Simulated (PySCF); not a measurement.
# Reading the logs of faulty runs: BC2GeH5

These are calculations, not measurements. The program is PySCF 2.14.0, an open-source quantum chemistry code, run on an isolated molecule that a program drew, which may never have been made. The molecule is BC2GeH5 (charge 0, singlet), drawn as the SMILES string `B=[CH][Ge][CH3]`.

Each row is a Hartree-Fock (HF) and frozen-core CCSD(T) single point in the cc-pVDZ basis, meant for a local HF minimum. Run 1 is clean. Each other run has one planted mistake out of seven kinds, and not every kind appears here: one electron removed, one electron added, multiplicity raised by two, geometry at a saddle point, minimal basis STO-3G, one bond length entered in bohr, all coordinates scaled. The reference is restricted for singlets and unrestricted otherwise, and also for a bond in bohr. Adding or removing an electron swaps singlet and doublet. Electrons count all cores. HOMO and LUMO are orbital energies over both spins, the gradient is its largest component, and the lowest frequency (negative if imaginary) is given only where the gradient is small. Bond lengths are over the 8 bonds as drawn. T1 is the CCSD diagnostic: over 0.02 (restricted) or 0.045 (unrestricted) a single reference is doubtful. Germanium has the cc-pVDZ-PP basis, with a core potential (ECP10MDF) in place of its 10 inner electrons, and its 3s, 3p and 3d shells are frozen in CCSD(T).

Geometry of the clean run:
```xyz
9
BC2GeH5, angstrom
B    -0.6195   -3.1409    0.1949
C    -0.2943   -1.8093    0.2700
Ge    0.4288   -1.5014   -1.5465
C     0.8494    0.4438   -1.2880
H    -0.8486   -4.2767   -0.0055
H    -0.3498   -1.0277    1.0114
H    -0.0668    0.9921   -1.0459
H     1.5455    0.5685   -0.4525
H     1.2930    0.8758   -2.1873
```

```
run  electrons  basis functions  <S^2>  HOMO (eV)  LUMO (eV)  gradient (hartree/bohr)  lowest frequency (cm^-1)  mean bond (Å)  longest bond (Å)      T1  HF (hartree)  CCSD(T) (hartree)                          mistake
  1         54               90  0.000      -8.36       1.43                  4.2e-05                        97         1.3619             2.007  0.0159    -396.63849         -397.13845                         no fault
  2         54               90  0.000      -8.54       1.02                  5.2e-02                         -         1.4763             2.175  0.0183    -396.59023         -397.10799           all coordinates scaled
  3         54               90  1.050      -6.78       0.55                  1.6e-02                         -         1.5820             3.740  0.0231    -396.54919         -397.01423  one bond length entered in bohr
  4         55               90  0.839      -0.08       7.32                  3.9e-02                         -         1.3619             2.007  0.0256    -396.61322         -397.12570               one electron added
  5         53               90  0.777     -14.90      -6.21                  5.5e-02                         -         1.3619             2.007  0.0177    -396.37176         -396.84180                                ?
```

**Which mistake was planted in run 5, and what did it cost?**

It counts 53 electrons, one fewer than the clean run, at the same geometry and basis. So the mistake is: one electron removed. Subtracting run 1 and multiplying by 627.51 kcal/mol a hartree, the energy moved by 167.4 kcal/mol in HF and 186.2 kcal/mol in CCSD(T).

Cautions from the logs. Run 4: the added electron raises the CCSD(T) energy, so it isn't bound in this basis.
